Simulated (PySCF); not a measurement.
Compound: [Cu(H2O)2]+ (charge +1 and singlet state).
SMILES: `[OH2]->[Cu+]<-[OH2]`

The calculation used TDDFT wB97X-D/def2-SVPD, vertical, gas phase, core orbitals frozen in the response in PySCF 2.14.0, density-fitted response routines. Isolated species at its PBE0-D3(BJ)/def2-SVP geometry, gas phase.

Computed states:

| state | E (eV) | f |
| --- | --- | --- |
| S1 | 4.91 | 0.0000 |
| S2 | 5.24 | 0.0000 |
| S3 | 5.25 | 0.0000 |
| S4 | 5.27 | 0.0000 |
| S5 | 5.43 | 0.0000 |
| S6 | 6.73 | 0.080 |
| S7 | 6.93 | 0.0004 |
| S8 | 7.14 | 0.011 |
| S9 | 7.27 | 0.033 |
| S10 | 7.34 | 0.0092 |
| S11 | 7.39 | 0.091 |
| S12 | 7.58 | 0.0026 |
| S13 | 7.67 | 0.065 |
| S14 | 7.85 | 0.044 |

Broadening: Gaussians 0.4 eV wide at half height, area fixed by f = 4.319×10⁻⁹ ∫ε dν̃. The width is an assumption, not a result. The curve ends short of the highest state used, and states not computed would add to its high-energy end.

Question: What does the envelope look like, and where are its maxima?

Answer: 
E (eV), ε (L mol⁻¹ cm⁻¹) and a bar:
```
     4.31          0 
     4.44          0 
     4.56          0 
     4.69          0 
     4.82          0 
     4.95          0 
     5.08          0 
     5.20          0 
     5.33          0 
     5.46          0 
     5.59          0 
     5.71          0 
     5.84          0 
     5.97          0 
     6.10          6 
     6.23         74 
     6.35        456 ##
     6.48       1866 #######
     6.61       4259 ################
     6.74       5469 #####################
     6.87       4247 ################
     6.99       3189 ############
     7.12       4613 #################
     7.25       7928 ##############################
```

Maxima: 184 nm (6.73 eV), ε about 5500, made up of S6 (99%) (ε in L mol⁻¹ cm⁻¹; maxima over ε = 5, shares over 10%). At its high-energy end, 7.25 eV, the curve is still rising (ε about 7900, from S9 and S11).

Question: Coming from long wavelengths, where does ε first pass 100 L mol⁻¹ cm⁻¹?

Answer: At about 198 nm (6.25 eV), 1.34 eV above S1.

Question: What would ε be at 6.73 eV, the highest of these maxima, with half the width (0.2 eV)?

Answer: About 10800 L mol⁻¹ cm⁻¹ against 5470, a factor of about 1.97; a lone state at its own centre would give exactly 2.

Question: Does any computed singlet lie in the visible range?

Answer: No computed singlet lies in the visible range (380 to 750 nm); the lowest, at 253 nm, stands 1.65 eV above its violet end (3.26 eV).

All these states lie below the vertical ionisation energy of 15.45 eV (ΔSCF).

Time: 49 s (with the writing of density and orbital grids); peak memory 0.50 GiB. Hardware: one thread of an Arm Neoverse V1, on a shared host.
